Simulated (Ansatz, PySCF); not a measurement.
Breaking a bond: BrBe (cation, charge +1), lowest triplet found (which spin is the ground state isn't settled by this scan).

Levels of theory: UKS-B3LYP/6-31G* = unrestricted B3LYP/6-31G*, spherical d (PySCF); FCI = full CI/cc-pVDZ, cores with 3d frozen (Ansatz, a quantum-chemistry and plane-wave program).

Energies relative to the lowest point of each curve between 1.87 and 2.70 Å, where full CI is lowest, in kJ/mol:

| R / Å | UKS-B3LYP/6-31G* |
|---|---|
| 1.54 | 435.2 |
| 1.67 | 228.1 |
| 1.78 | 124.1 |
| 1.87 | 70.6 |
| 2.03 | 19.5 |
| 2.10 | 8.8 |
| 2.70 | 23.3 |
| 3.15 | 57.9 |
| 4.22 | 103.5 |
| 5.44 | 113.8 |
| 6.30 | 112.6 |
| 7.36 | 109.6 |

Question: Estimate the FCI values at these points.

Answer: 1.54: 450.3; 1.67: 236.5; 1.78: 128.6; 1.87: 72.9; 2.03: 19.8; 2.10: 8.7; 2.70: 26.8; 3.15: 66.1; 4.22: 114.1; 5.44: 126.9; 6.30: 129.3; 7.36: 130.3 (kJ/mol).
